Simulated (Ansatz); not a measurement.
Input for Ansatz (an electronic-structure program): R-wB97X-V/def2-TZVPP on HNSi (SMILES N#[SiH]).

Ansatz 0.2 input:
```yaml
crystal:
  periodic: [false, false, false]
  atoms:
    - {symbol: H, position_ang: [-0.00000000, -0.00000000, -1.50864571]}
    - {symbol: Si, position_ang: [0.00000000, 0.00000000, -0.02570464]}
    - {symbol: N, position_ang: [-0.00000000, -0.00000000, 1.53425035]}
basis:
  gaussian:
    orbitals: def2-TZVPP
hamiltonian:
  xc: {name: wB97X-V}
scf: {lower_state_search: off}
```

It printed:

```
WARN ansatz: RAYON_NUM_THREADS=1 ignored (pool sized by the plan → 1); use --threads N
Functional definition: wB97X-V
these checks for a lower state are left out or cut short: stability, starts, cluster_reference, orbital_swaps, neighbouring_geometries, increment
integrals: 0.02 GiB planned
505 factors; their error is unknown
integrals: 0.06 GiB planned
103 factors; integrals over basis functions are off by at most 1.3e-4 eV
mean field: 0.25 GiB planned
mean field evaluation 1: about -9366.6907 eV, gradient 7.1e1 eV
mean field evaluation 2: about -9303.1857 eV, gradient 1.5e2 eV
mean field evaluation 4: about -9378.6882 eV, gradient 1.8e0 eV
mean field evaluation 8: about -9378.7150 eV, gradient 1.3e-1 eV
mean field evaluation 16: about -9378.7151 eV, gradient 4.1e-6 eV
mean field -9378.71510559 eV, -344.6614230089 hartree, gradient 4.1e-6 eV, S^2 0.000000; 0 other end points of the search recorded, 0 dependent functions left out
reference -9378.71510416 eV, -344.6614229563 hartree; 11, 11 occupied and 76, 76 virtual orbitals, 505 factors
Total energy: -9378.71510416 eV, -344.6614229563 hartree
Checks for a lower state left out: stability, starts, cluster_reference, orbital_swaps, neighbouring_geometries, increment
```

The run converged.

Cost: very roughly 1.6 core-seconds.
